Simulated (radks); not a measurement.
I43+, 10 electrons, occupied as 1s1.5 2s2 2p6 3d0.5 (fractional occupations, a model configuration).

Calculated with a radial shooting solver on a logarithmic mesh with Libxc functionals: scalar-relativistic Kohn-Sham, OLYP, spin-polarised, spherical densities, finite nucleus; open shells are filled with parallel spins first (spin-orbit coupling, left out, can overturn this in heavy ions); Fermi nuclear charge, rms radius 4.75 fm.

Energy parts (eV):
total: -128914.631
kinetic: 136384.730
electron-nucleus: -276383.110
Hartree: 13346.522
exchange-correlation: -2262.774

Orbitals (lengths in bohr, moments of r in powers of bohr; <r^-3> diverges for s and p1/2; r(max) is where P^2 peaks; r(90%) holds 90 % of the orbital's charge):
\begin{tabular}{lrrrrrr}
orbital & occ. & eigenvalue (eV) & r(90%) & <r^4> & r(max) & <r^-3> \\ \hline
1s up & 1 & -36275.58 & 0.0487 & 2.584e-06 & 0.01749 & - \\
1s down & 0.5 & -36181.35 & 0.0488 & 2.600e-06 & 0.01750 & - \\
2s up & 1 & -7911.627 & 0.176 & 0.0003948 & 0.09754 & - \\
2s down & 1 & -7900.774 & 0.176 & 0.0003957 & 0.09762 & - \\
2p up & 3 & -7436.912 & 0.161 & 0.0002760 & 0.07778 & 6175 \\
2p down & 3 & -7428.780 & 0.161 & 0.0002765 & 0.07785 & 6153 \\
3d up & 0.5 & -2945.026 & 0.349 & 0.006069 & 0.1955 & 249.2 \\
3d down & 0 & -2943.859 & 0.350 & 0.006150 & 0.1963 & 247.4 \\
\end{tabular}

The highest occupied level is 3d up at -2945.0 eV. The electron density at the nucleus is 1.972e+05 e/bohr^3 (large components only). Summed over all electrons, <r^2> = 0.1342 bohr^2, which gives a Langevin (diamagnetic) susceptibility term of -0.106 x 10^-6 cm^3/mol.
